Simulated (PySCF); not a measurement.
PySCF job for B(Br)(Et)(OH) (C₂H₆BBrO), SMILES CCB(O)Br, TDA-LC-ωPBE/def2-SVPD. Coordinates come from a B3LYP-D3(BJ)/def2-SVP optimisation. Other conformers were not sampled.

```python
import numpy as np
from pyscf import gto, scf, dft, tdscf

mol = gto.M(
    atom='''
    B     0.62384607    0.63781836   -0.12505345
    Br   -0.86821607   -0.27081815    0.77925794
    C     0.97111827    0.31571646   -1.61900792
    C     0.86624302   -1.14935880   -2.05980146
    H     1.97681350    0.72049894   -1.82717723
    H     0.27702771    0.93233925   -2.22505973
    H    -0.14743778   -1.54483948   -1.89375500
    H     1.56235139   -1.79001048   -1.49467525
    H     1.10328060   -1.26515864   -3.12903543
    O     1.31082816    1.56602929    0.56606929
    H     0.98550362    1.71033380    1.46524370
    ''',
    basis='def2-SVPD',
    charge=0,
    spin=0,
    max_memory=1600,
    verbose=4,
)
mf = dft.RKS(mol, xc='lc_wpbe').density_fit(auxbasis='def2-universal-jkfit')
mf.grids.level = 3
mf.conv_tol = 1e-9
mf.max_cycle = 100
mf.kernel()
mf.grids = dft.Grids(mol).set(level=1).build(with_non0tab=True)  # coarser grid for the response kernel
td = tdscf.TDA(mf)
td.singlet = True
td.nstates = 10
td.conv_tol = 1e-4
td.positive_eig_threshold = 1e-6
td.kernel(x0=td.get_init_guess(mf, 15))
td.analyze()
tt = tdscf.TDA(mf)
tt.singlet = False
tt.nstates = 4
tt.conv_tol = 1e-4
tt.positive_eig_threshold = 1e-6
tt.kernel(x0=tt.get_init_guess(mf, 9))
tt.analyze(verbose=3)
```

Program output:

```
PySCF version 2.14.0

[INPUT] verbose = 4
[INPUT] num. atoms = 11
[INPUT] num. electrons = 66
[INPUT] charge = 0
[INPUT] spin (= nelec alpha-beta = 2S) = 0
[INPUT] symmetry False subgroup None
[INPUT] Mole.unit = angstrom
[INPUT] Symbol           X                Y                Z      unit          X                Y                Z       unit  Magmom
[INPUT]  1 B      0.623846070000   0.637818360000  -0.125053450000 AA    1.178898216186   1.205302017619  -0.236316771432 Bohr   0.0
[INPUT]  2 Br    -0.868216070000  -0.270818150000   0.779257940000 AA   -1.640690589246  -0.511772133061   1.472584086993 Bohr   0.0
[INPUT]  3 C      0.971118270000   0.315716460000  -1.619007920000 AA    1.835147564861   0.596617642417  -3.059481562302 Bohr   0.0
[INPUT]  4 C      0.866243020000  -1.149358800000  -2.059801460000 AA    1.636962065116  -2.171973350859  -3.892460630379 Bohr   0.0
[INPUT]  5 H      1.976813500000   0.720498940000  -1.827177230000 AA    3.735636114343   1.361545669639  -3.452864545741 Bohr   0.0
[INPUT]  6 H      0.277027710000   0.932339250000  -2.225059730000 AA    0.523506500815   1.761865837682  -4.204753500499 Bohr   0.0
[INPUT]  7 H     -0.147437780000  -1.544839480000  -1.893755000000 AA   -0.278617024614  -2.919323523616  -3.578678297026 Bohr   0.0
[INPUT]  8 H      1.562351390000  -1.790010480000  -1.494675250000 AA    2.952416237434  -3.382629567301  -2.824526867666 Bohr   0.0
[INPUT]  9 H      1.103280600000  -1.265158640000  -3.129035430000 AA    2.084898172546  -2.390803333727  -5.913019996761 Bohr   0.0
[INPUT] 10 O      1.310828160000   1.566029290000   0.566069290000 AA    2.477106218768   2.959366461147   1.069715925627 Bohr   0.0
[INPUT] 11 H      0.985503620000   1.710333800000   1.465243700000 AA    1.862331936567   3.232062463587   2.768909298744 Bohr   0.0

nuclear repulsion = 303.180333109659
number of shells = 72
number of NR pGTOs = 266
number of NR cGTOs = 172
basis = def2-SVPD
ecp = {}


******** <class 'pyscf.df.df_jk.DFRKS'> ********
method = DFRKS
initial guess = minao
damping factor = 0
level_shift factor = 0
DIIS = <class 'pyscf.scf.diis.CDIIS'>
diis_start_cycle = 1
diis_space = 8
diis_damp = 0
SCF conv_tol = 1e-09
SCF conv_tol_grad = None
SCF max_cycles = 100
direct_scf = False
XC library pyscf.dft.libxc version 7.1.2
    S. Lehtola, C. Steigemann, M. J. T. Oliveira, and M. A. L. Marques,  SoftwareX 7, 1–5 (2018)
XC functionals = lc_wpbe
    O. A. Vydrov and G. E. Scuseria,  J. Chem. Phys. 125, 234109 (2006)
radial grids:
    Treutler-Ahlrichs [JCP 102, 346 (1995); DOI:10.1063/1.469408] (M4) radial grids

becke partition: Becke, JCP 88, 2547 (1988); DOI:10.1063/1.454033
pruning grids: <function nwchem_prune>
grids dens level: 3
symmetrized grids: False
atomic radii adjust function: <function treutler_atomic_radii_adjust>
small_rho_cutoff = 0
Set gradient conv threshold to 3.16228e-05
Initial guess from minao.
tot grids = 135640
Create RSH-DF object <pyscf.df.df.DF object> for omega=0.4
******** <class 'pyscf.df.df.DF'> ********
auxbasis = auxmol.basis = def2-universal-jkfit
init E= -2752.67302332932
  HOMO = -0.361232975147211  LUMO = -0.00180108703270676  gap/eV = 9.78064
cycle= 1 E= -2753.18374011791  delta_E= -0.511  |g|= 0.613  |ddm|= 3.98
  HOMO = -0.383152736211557  LUMO = 0.0519116534526187  gap/eV = 11.83871
cycle= 2 E= -2753.19951846009  delta_E= -0.0158  |g|= 0.615  |ddm|= 1.15
  HOMO = -0.398980688592942  LUMO = 0.0511553176025914  gap/eV = 12.24882
cycle= 3 E= -2753.26602523208  delta_E= -0.0665  |g|= 0.0616  |ddm|= 0.547
  HOMO = -0.407506508658886  LUMO = 0.0529520104079952  gap/eV = 12.52971
cycle= 4 E= -2753.26700592739  delta_E= -0.000981  |g|= 0.0196  |ddm|= 0.118
  HOMO = -0.406649788760483  LUMO = 0.0525810413900674  gap/eV = 12.49631
cycle= 5 E= -2753.26714144071  delta_E= -0.000136  |g|= 0.00605  |ddm|= 0.0377
  HOMO = -0.406464926784811  LUMO = 0.0526440471287271  gap/eV = 12.49299
cycle= 6 E= -2753.26715350215  delta_E= -1.21e-05  |g|= 0.00142  |ddm|= 0.013
  HOMO = -0.406414315710136  LUMO = 0.0526262021161741  gap/eV = 12.49113
cycle= 7 E= -2753.26715461206  delta_E= -1.11e-06  |g|= 0.000509  |ddm|= 0.00405
  HOMO = -0.406501853415201  LUMO = 0.0526191315353048  gap/eV = 12.49332
cycle= 8 E= -2753.26715460508  delta_E= 6.99e-09  |g|= 0.00013  |ddm|= 0.0011
  HOMO = -0.406490502494159  LUMO = 0.0526192167569941  gap/eV = 12.49301
cycle= 9 E= -2753.26715460295  delta_E= 2.13e-09  |g|= 3.26e-05  |ddm|= 0.000427
  HOMO = -0.406489897991102  LUMO = 0.0526198275429426  gap/eV = 12.49301
cycle= 10 E= -2753.26715460365  delta_E= -6.98e-10  |g|= 1.16e-05  |ddm|= 0.000107
  HOMO = -0.406490439660514  LUMO = 0.0526193720808235  gap/eV = 12.49301
Extra cycle  E= -2753.26715460374  delta_E= -9.28e-11  |g|= 6.23e-06  |ddm|= 3.58e-05
converged SCF energy = -2753.26715460374
tot grids = 42888
Overwritten attributes  positive_eig_threshold  of <class 'pyscf.tdscf.rks.TDA'>


******** <class 'pyscf.tdscf.rks.TDA'> for <class 'pyscf.df.df_jk.DFRKS'> ********
nstates = 10 singlet
deg_eia_thresh = 1.000e-03
wfnsym = None
conv_tol = 0.0001
eigh lindep = 1e-12
eigh level_shift = 0
eigh max_cycle = 100


Excitation energies (eV)
[7.11413497 7.54683237 7.79254842 8.06243037 8.25163672 8.42262304
 8.51541829 8.91471864 9.13176636 9.45315506]

** Singlet excitation energies and oscillator strengths **
Excited State   1:      7.11413 eV    174.28 nm  f=0.0004
      31 -> 35        0.11525
      33 -> 34        0.12114
      33 -> 35        0.62580
      33 -> 36       -0.15909
      33 -> 37       -0.17743
Excited State   2:      7.54683 eV    164.29 nm  f=0.0008
      31 -> 34        0.12212
      31 -> 35        0.60577
      31 -> 36       -0.14716
      31 -> 37       -0.15690
      32 -> 35       -0.10411
      33 -> 35       -0.11394
Excited State   3:      7.79255 eV    159.11 nm  f=0.0908
      31 -> 35        0.10501
      32 -> 34        0.16306
      32 -> 35        0.58704
      32 -> 36       -0.11980
      32 -> 37       -0.15914
      33 -> 34        0.15324
Excited State   4:      8.06243 eV    153.78 nm  f=0.0849
      32 -> 35       -0.11491
      33 -> 34        0.55897
      33 -> 36        0.28398
      33 -> 44       -0.20517
Excited State   5:      8.25164 eV    150.25 nm  f=0.0612
      32 -> 34       -0.57916
      32 -> 35        0.11464
      32 -> 36       -0.24625
      32 -> 44        0.21357
Excited State   6:      8.42262 eV    147.20 nm  f=0.0339
      31 -> 36        0.11844
      32 -> 35       -0.10920
      33 -> 34        0.24578
      33 -> 35       -0.12310
      33 -> 36       -0.42403
      33 -> 39       -0.22493
      33 -> 40        0.10746
      33 -> 41        0.14521
      33 -> 44        0.24387
Excited State   7:      8.51542 eV    145.60 nm  f=0.0035
      32 -> 34        0.23538
      32 -> 35       -0.12180
      32 -> 36       -0.45636
      32 -> 39       -0.24661
      32 -> 40        0.12905
      32 -> 42        0.11204
      32 -> 44        0.28034
Excited State   8:      8.91472 eV    139.08 nm  f=0.0770
      30 -> 35       -0.12099
      31 -> 34       -0.59933
      31 -> 37       -0.15116
      33 -> 34       -0.10440
Excited State   9:      9.13177 eV    135.77 nm  f=0.0242
      30 -> 34       -0.20835
      30 -> 35       -0.60773
      30 -> 36        0.11824
      31 -> 34        0.12188
Excited State  10:      9.45316 eV    131.16 nm  f=0.0418
      31 -> 36       -0.14141
      32 -> 38       -0.10909
      33 -> 35        0.17232
      33 -> 36        0.15675
      33 -> 37        0.43230
      33 -> 38       -0.28569
      33 -> 39       -0.20973
      33 -> 41        0.13028

** Transition electric dipole moments (AU) **
state          X           Y           Z        Dip. S.      Osc.
  1         0.0138     -0.0227      0.0426      0.0025      0.0004
  2         0.0498     -0.0418     -0.0168      0.0045      0.0008
  3        -0.5248     -0.1675      0.4152      0.4758      0.0908
  4         0.1561      0.3532      0.5300      0.4300      0.0849
  5         0.2772     -0.4180      0.2259      0.3026      0.0612
  6         0.1666      0.3100      0.2015      0.1644      0.0339
  7        -0.1197      0.0231     -0.0436      0.0168      0.0035
  8         0.3972      0.2119     -0.3871      0.3525      0.0770
  9        -0.0893     -0.0878     -0.3038      0.1080      0.0242
 10         0.3296      0.1868     -0.1923      0.1805      0.0418

** Transition velocity dipole moments (imaginary part, AU) **
state          X           Y           Z        Dip. S.      Osc.
  1        -0.0186      0.0158      0.0014      0.0006      0.0015
  2        -0.0166      0.0060     -0.0179      0.0006      0.0015
  3        -0.0780      0.0095      0.0797      0.0125      0.0291
  4         0.0322      0.1030      0.1844      0.0456      0.1027
  5         0.0915     -0.1195      0.0540      0.0256      0.0562
  6         0.0124      0.0318      0.0156      0.0014      0.0030
  7         0.0043     -0.0226      0.0095      0.0006      0.0013
  8         0.1436      0.0648     -0.1175      0.0386      0.0786
  9         0.0115     -0.0550     -0.0408      0.0048      0.0096
 10         0.0897      0.0400     -0.0624      0.0135      0.0260

** Transition magnetic dipole moments (imaginary part, AU) **
state          X           Y           Z
  1         0.4115      0.4453      0.0656
  2         0.2362      0.5569      0.7617
  3         0.1089     -0.0162      0.1920
  4         0.2767     -0.5193      0.2133
  5        -0.1652     -0.3759     -0.5295
  6         0.5195     -0.5599      0.3845
  7        -0.0318      0.2721      0.3889
  8         0.8942     -0.3767      0.4131
  9         0.3928      0.2322     -0.0273
 10         0.2543     -0.1630      0.3209


******** <class 'pyscf.tdscf.rks.TDA'> for <class 'pyscf.df.df_jk.DFRKS'> ********
nstates = 4 triplet
deg_eia_thresh = 1.000e-03
wfnsym = None
conv_tol = 0.0001
eigh lindep = 1e-12
eigh level_shift = 0
eigh max_cycle = 100


Excitation energies (eV)
[6.69078457 6.95473603 7.14824574 7.63148444]

** Triplet excitation energies and oscillator strengths **
Excited State   1:      6.69078 eV    185.31 nm  f=0.0000
Excited State   2:      6.95474 eV    178.27 nm  f=0.0000
Excited State   3:      7.14825 eV    173.45 nm  f=0.0000
Excited State   4:      7.63148 eV    162.46 nm  f=0.0000
```

The run converged.
